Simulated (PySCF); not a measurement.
CH₁₀ClPSi₃.
Cartesian coordinates in Å at the PBE0-D3(BJ)/def2-SVP level; atoms count from 1:
```
atom  x, y, z in Å
Si1    1.414    2.782   -0.009
P2     1.386    0.646   -0.773
Si3   -0.436    0.031    0.413
Si4    2.905   -0.285    0.604
C5     4.631    0.188   -0.015
Cl6    4.829    1.967    0.052
H7    -0.005    3.256   -0.071
H8     1.887    2.884    1.404
H9     2.244    3.636   -0.903
H10   -0.509   -1.462    0.436
H11   -1.640    0.581   -0.275
H12   -0.411    0.534    1.823
H13    2.768    0.142    2.030
H14    2.761   -1.772    0.515
H15    4.783   -0.129   -1.057
H16    5.422   -0.262    0.604
```

Level: PBE0/pcSseg-1 and B3LYP/def2-SVPD in PySCF, non-relativistic, on one gas-phase PBE0-D3(BJ)/def2-SVP geometry that isn't relaxed in the solvent. The solvent is an IEF-PCM continuum (Bondi radii, 1.10 Å for H, scaled by 1.2). Only the electrostatic response of the medium enters.

Gas phase at PBE0/pcSseg-1: HOMO -7.40 eV, LUMO -0.42 eV, dipole 1.61 D.

Task: What does the continuum do to the energy, the frontier levels and the dipole at PBE0/pcSseg-1 in cyclohexane and methanol?

Result: 
| solvent | ε | E(solvent) − E(gas) (kJ/mol) | polarisation term (kJ/mol) | distortion of the solute (kJ/mol) | HOMO (eV) | LUMO (eV) | dipole (D) |
| --- | --- | --- | --- | --- | --- | --- | --- |
| cyclohexane | 2.017 | -4.84 | -5.16 | 0.32 | -7.37 | -0.32 | 1.87 |
| methanol | 32.61 | -12.34 | -14.60 | 2.26 | -7.39 | -0.22 | 2.35 |

The first energy column is the sum of the next two and covers electrostatics alone. From cyclohexane to methanol the lowering changes by a factor 2.55, Onsager's factor (ε − 1)/(2ε + 1) by 2.36 and ε itself by 16.2.

Task: Which radius a makes the point-dipole formula ΔE = −[(ε − 1)/(2ε + 1)]·μ²/a³ give the value in methanol, with the gas-phase dipole?

Result: μ = 0.635 au and |ΔE| = 0.00470 Eh give a = 1.82 Å; the farthest nucleus lies 3.69 Å from the centroid of the nuclei, so such a sphere wouldn't even hold the nuclei. The formula assumes a rigid point dipole at the centre of a sphere.

Task: Give the dipole vector in the frame of the coordinates (D, pointing from negative to positive charge), gas and methanol.

Result: Gas (0.31, -1.41, 0.72), solvent (0.39, -2.03, 1.10). Its length changes by +46 % and its direction by 2°.

Task: Which IAO charges (PBE0/pcSseg-1) respond most in cyclohexane (means over atoms taken as equivalent)?

Result: 
| atoms | environment | gas (e) | solvent (e) | change |
| --- | --- | --- | --- | --- |
| P2 | three-coordinate phosphorus | -0.326 | -0.336 | -0.010 |
| Cl6 | alkyl chlorine | -0.089 | -0.098 | -0.009 |
| H15/H16 | methylene hydrogen | +0.174 | +0.179 | +0.005 |
| Si4 | SiH2 silicon | +0.575 | +0.579 | +0.004 |
| Si1/Si3 | SiH3 silicon | +0.397 | +0.399 | +0.002 |
| H13/H14 | Si–H hydrogen | -0.104 | -0.103 | +0.001 |
| H7 (×6) | Si–H hydrogen | -0.096 | -0.096 | 0.000 |
| C5 | sp3 C–Cl carbon | -0.517 | -0.517 | 0.000 |

Task: Which Mayer bond orders change most in cyclohexane?

Result: 
| bond | length (Å) | gas | solvent | change |
| --- | --- | --- | --- | --- |
| C5–Cl6 | 1.792 | 0.954 | 0.943 | -0.011 |
| P2–Si4 | 2.252 | 0.934 | 0.926 | -0.008 |
| P2–Si3 | 2.259 | 0.899 | 0.896 | -0.003 |
| Si4–C5 | 1.894 | 0.860 | 0.862 | +0.002 |
| Si4–H14 | 1.496 | 0.934 | 0.936 | +0.002 |
| C5–H15 | 1.099 | 0.929 | 0.927 | -0.002 |
| C5–H16 | 1.100 | 0.933 | 0.931 | -0.002 |
| Si1–H7 | 1.497 | 0.917 | 0.918 | +0.001 |

Task: How do the nuclear quadrupole coupling constants eQVzz/h respond in cyclohexane?

Result: 
```
    nucleus  Q (barn)  gas (MHz)  solvent (MHz)  η gas  η solvent
35Cl at Cl6   -0.0817     -78.02         -76.73   0.04       0.04
```

Gas phase at B3LYP/def2-SVPD: HOMO -7.12 eV, LUMO -0.67 eV, dipole 1.44 D.

Task: What does the continuum do to the energy, the frontier levels and the dipole at B3LYP/def2-SVPD in cyclohexane and methanol?

Result: 
```csv
solvent,ε,E(solvent) − E(gas) (kJ/mol),polarisation term (kJ/mol),distortion of the solute (kJ/mol),HOMO (eV),LUMO (eV),dipole (D)
cyclohexane,2.017,-4.03,-4.32,0.29,-7.07,-0.57,1.70
methanol,32.61,-10.32,-12.40,2.08,-7.07,-0.48,2.16
```

Task: How does the static polarisability (B3LYP/def2-SVPD, frozen core, with the continuum's full static response) change?

Result: 
```tsv
medium	isotropic (au)	principal values (au)	⟨r²⟩ of the electrons (bohr²)
gas	140.5	113.6, 146.9, 161.1	1928.2
cyclohexane	161.4	131.5, 169.4, 183.4	1928.2
methanol	204.1	177.5, 211.3, 223.4	1928.1
```

The isotropic value in methanol is 1.45 times the gas-phase one; no cavity-field correction is applied. ⟨r²⟩ is taken about the centre of nuclear charge.
